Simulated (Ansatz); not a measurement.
Stepwise reaction of `[O]=[W]([OH])([OH])([Cl])[Cl]` with hydrogen fluoride, as a gas-phase model of exchange steps in deposition or etching. ΔE in kJ/mol.

Program: Ansatz. Geometries: PBE0-D4/def2-TZVP. ΔE: electronic, gas phase. CBS: MP2 limit from def2 TZ/QZ plus the TZ coupled-cluster correction, frozen cores. This one scheme is used for every species. Functionals use def2-TZVPP. B3LYP here is the variant with VWN-RPA as its local correlation; programs differ in this. def2 core potentials past Kr. For W outer-core shells are correlated without core-valence functions, which leaves a few kJ/mol of doubt a bond. Each species was taken in one conformer, which may not be the lowest.

```tsv
step	reaction	PBE-D4	B3LYP-D4	ωB97M-V	CCSD(T)/CBS
1	`[O]=[W]([OH])([OH])([Cl])[Cl]` + H–F → `[O]=[W]([OH])([F])([Cl])[Cl]` + H₂O	-16.5	-16.4	-18.2	-10.4
2	`[O]=[W]([OH])([F])([Cl])[Cl]` + H–F → `[O]=[W]([F])([F])([Cl])[Cl]` + H₂O	-30.1	-28.4	-28.4	-21.8
```

Task: By hand: ΔE of the 2 steps together at CCSD(T)/CBS.

Result: (-10.4) + (-21.8) = -32.2 kJ/mol, or -16.1 kJ/mol a step.

In ΔE each step is lower than the one before. All are downhill at CCSD(T)/CBS. PBE-D4 differs from CCSD(T)/CBS by -8.3 to -6.1 kJ/mol a step. Isolated molecules leave out the surface, adducts and barriers. Largest T1 diagnostic: 0.021.
